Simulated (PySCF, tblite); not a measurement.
Two rigid molecules brought together: Cl2 ··· H2Se (SMILES ClCl and [SeH2]). Monomers: optimised at B3LYP-D3(BJ) (def2-TZVP), held rigid. Orientation: lowest of the rigid-body minima from ten starts at GFN2-xTB (searched outside a hard wall at short contacts). Only R, the distance of the centres of mass, is varied, so the lowest point isn't the relaxed dimer. The shortest distances reach bonding range, where SAPT0 and rigid monomers are unreliable. The table gives interaction energies.

```tsv
R / Å	A	B	C
3.48	85.86	46.33	-13.79
3.69	34.80	5.78	-21.35
3.85	14.69	-7.49	-18.83
4.11	-0.09	-13.52	-11.69
4.42	-4.61	-11.29	-6.36
4.67	-4.67	-8.14	-4.47
5.19	-2.89	-3.50	-2.79
5.90	-1.02	-1.00	-1.50
6.91	-0.26	-0.28	-0.58
8.20	-0.09	-0.11	-0.19
```

Energies in kJ/mol.

**Question.** Which curve belongs to which method? The methods are GFN2-xTB (tblite); restricted Hartree-Fock/3-21G, no counterpoise correction (PySCF 2.14.0); restricted B3LYP/LANL2DZ, with its core potentials past Ne, no counterpoise correction (PySCF).

**Answer.** A is RHF/3-21G; B is RKS-B3LYP/LANL2DZ; C is GFN2-xTB.
